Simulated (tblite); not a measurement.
Compound: C6H12BNO.
SMILES with atom numbers: `[CH3:1][NH2+:2][B@H-:3]([CH3:4])[c:5]1[cH:6][cH:7][cH:8][o:9]1` (hydrogens: H10, H11, H12 on C1; H13, H14 on N2; H15 on B3; H16, H17, H18 on C4; H19 on C6; H20 on C7; H21 on C8)
Bond orders are those of one Lewis drawing.

Computed with GFN2-xTB (tblite), gas phase: L-BFGS steps from a force-field or distance-geometry start until the largest atomic force falls under 0.01 eV/Å.

Step 17: E = -739.3325 eV
```
atom  x, y, z in Å  |  force x, y, z in eV/Å
C1     -1.9460    1.1952    0.8653    0.025   0.010  -0.009
N2     -1.5459   -0.2111    0.8448   -0.042   0.056   0.058
B3     -0.6599   -0.6399   -0.4849   -0.044  -0.065  -0.033
C4     -0.5154   -2.2647   -0.4258   -0.015   0.105  -0.011
C5      0.7373    0.1248   -0.3644   -0.047   0.039  -0.025
C6      1.3457    1.0044   -1.2209    0.043  -0.040   0.023
C7      2.6226    1.3005   -0.6874    0.007   0.011  -0.034
C8      2.7098    0.5968    0.4690    0.009  -0.033   0.040
O9      1.5832   -0.1070    0.6843   -0.027  -0.004  -0.127
H10    -2.4997    1.4179   -0.0451   -0.009  -0.031   0.031
H11    -2.5646    1.4425    1.7327    0.080  -0.041  -0.033
H12    -1.0494    1.8119    0.8638   -0.014   0.005   0.030
H13    -0.9718   -0.4312    1.6546    0.065   0.003  -0.017
H14    -2.3663   -0.8108    0.8714    0.020  -0.040  -0.056
H15    -1.2863   -0.2499   -1.4177    0.001  -0.028  -0.045
H16     0.1202   -2.6182   -1.2363   -0.014   0.029   0.073
H17    -1.4755   -2.7715   -0.5503    0.060   0.043   0.073
H18    -0.0682   -2.6181    0.5055   -0.031   0.028  -0.072
H19     0.9447    1.3999   -2.1336   -0.048  -0.081   0.035
H20     3.3750    1.9339   -1.1121    0.003   0.046   0.009
H21     3.5016    0.5116    1.1867   -0.024  -0.013   0.090
```

Step 18: E = -739.3354 eV
```
atom  x, y, z in Å  |  force x, y, z in eV/Å
C1     -1.9443    1.1950    0.8677    0.025  -0.007  -0.012
N2     -1.5448   -0.2099    0.8449    0.011   0.003  -0.013
B3     -0.6652   -0.6373   -0.4900    0.027  -0.091  -0.057
C4     -0.5155   -2.2631   -0.4230   -0.019   0.104  -0.014
C5      0.7349    0.1278   -0.3739   -0.070   0.020   0.010
C6      1.3498    1.0080   -1.2249    0.000  -0.039  -0.019
C7      2.6245    1.3005   -0.6850    0.002   0.021  -0.041
C8      2.7043    0.5952    0.4710    0.018  -0.021   0.016
O9      1.5757   -0.1075    0.6787   -0.024   0.005  -0.118
H10    -2.4997    1.4177   -0.0409   -0.033  -0.020   0.022
H11    -2.5591    1.4337    1.7384    0.051   0.013  -0.011
H12    -1.0487    1.8122    0.8632   -0.003   0.014   0.043
H13    -0.9646   -0.4311    1.6504    0.051   0.000  -0.025
H14    -2.3631   -0.8124    0.8707    0.020  -0.029  -0.038
H15    -1.2924   -0.2560   -1.4280    0.009  -0.024   0.013
H16     0.1187   -2.6247   -1.2313   -0.024   0.051   0.064
H17    -1.4767   -2.7685   -0.5422    0.054   0.028   0.066
H18    -0.0670   -2.6146    0.5085   -0.036   0.050  -0.064
H19     0.9524    1.4067   -2.1388   -0.033  -0.090   0.055
H20     3.3785    1.9338   -1.1074    0.003   0.039   0.022
H21     3.4935    0.5114    1.1914   -0.028  -0.029   0.100
```

Step 19: E = -739.3380 eV
```
atom  x, y, z in Å  |  force x, y, z in eV/Å
C1     -1.9424    1.1946    0.8696    0.018  -0.023  -0.010
N2     -1.5435   -0.2089    0.8448    0.061  -0.047  -0.075
B3     -0.6693   -0.6364   -0.4957    0.070  -0.063  -0.058
C4     -0.5159   -2.2600   -0.4208   -0.016   0.067  -0.010
C5      0.7313    0.1308   -0.3823   -0.033   0.023   0.003
C6      1.3533    1.0106   -1.2291   -0.019  -0.055   0.007
C7      2.6264    1.3007   -0.6832   -0.027   0.008  -0.035
C8      2.6997    0.5936    0.4727    0.013  -0.007  -0.019
O9      1.5687   -0.1081    0.6720   -0.011   0.001  -0.062
H10    -2.5004    1.4173   -0.0367   -0.048  -0.008   0.011
H11    -2.5533    1.4262    1.7431    0.017   0.058   0.016
H12    -1.0480    1.8129    0.8636    0.011   0.021   0.045
H13    -0.9573   -0.4310    1.6460    0.031  -0.002  -0.036
H14    -2.3599   -0.8143    0.8693    0.022  -0.015  -0.018
H15    -1.2977   -0.2620   -1.4368    0.008  -0.018   0.049
H16     0.1170   -2.6296   -1.2257   -0.021   0.062   0.031
H17    -1.4769   -2.7653   -0.5338    0.023   0.009   0.049
H18    -0.0667   -2.6104    0.5100   -0.023   0.067  -0.028
H19     0.9586    1.4110   -2.1425   -0.035  -0.073   0.023
H20     3.3818    1.9345   -1.1027    0.005   0.035   0.028
H21     3.4856    0.5107    1.1975   -0.049  -0.039   0.088
```

**Question.** Estimate the geometry and energy of step 20. (The exact step hangs on the optimiser's Hessian estimate; all steps are aligned on step 19, rigid shifts and turns removed.)

**Answer.** E = -739.3402 eV, largest force 0.146 eV/Å
```
atom  x, y, z in Å  |  force x, y, z in eV/Å
C1     -1.9403    1.1938    0.8710    0.010  -0.030  -0.003
N2     -1.5411   -0.2090    0.8432    0.080  -0.064  -0.104
B3     -0.6715   -0.6369   -0.5020    0.080  -0.001  -0.041
C4     -0.5165   -2.2564   -0.4189   -0.008   0.011  -0.003
C5      0.7275    0.1340   -0.3899    0.004  -0.010   0.012
C6      1.3560    1.0121   -1.2327   -0.031  -0.024  -0.022
C7      2.6274    1.3009   -0.6822   -0.017  -0.001  -0.010
C8      2.6955    0.5922    0.4738    0.002   0.000  -0.041
O9      1.5621   -0.1084    0.6650    0.009  -0.009   0.013
H10    -2.5021    1.4169   -0.0326   -0.048   0.000   0.008
H11    -2.5476    1.4205    1.7476   -0.003   0.079   0.029
H12    -1.0473    1.8138    0.8649    0.016   0.018   0.037
H13    -0.9501   -0.4310    1.6413    0.017  -0.007  -0.046
H14    -2.3564   -0.8162    0.8680    0.030  -0.003  -0.004
H15    -1.3022   -0.2679   -1.4433    0.001  -0.008   0.055
H16     0.1149   -2.6329   -1.2203   -0.007   0.058  -0.012
H17    -1.4767   -2.7623   -0.5253   -0.015  -0.007   0.029
H18    -0.0668   -2.6050    0.5111   -0.001   0.076   0.017
H19     0.9640    1.4141   -2.1458   -0.037  -0.059  -0.003
H20     3.3849    1.9355   -1.0978   -0.008   0.024   0.031
H21     3.4775    0.5093    1.2044   -0.076  -0.043   0.059
```

The energy changes by -0.0022 eV. The first-order estimate −F·Δx gives -0.0031 eV and the mean of the old and new forces, exact on a quadratic surface, -0.0022 eV. The step makes an angle of 71° with the force vector and moves no atom by more than 0.011 Å.

What follows is the cost of the whole relaxation. On one thread, Arm Neoverse V1 (aarch64), shared host with 32 logical CPUs at a one-minute load of 25, this took 0.97 s.
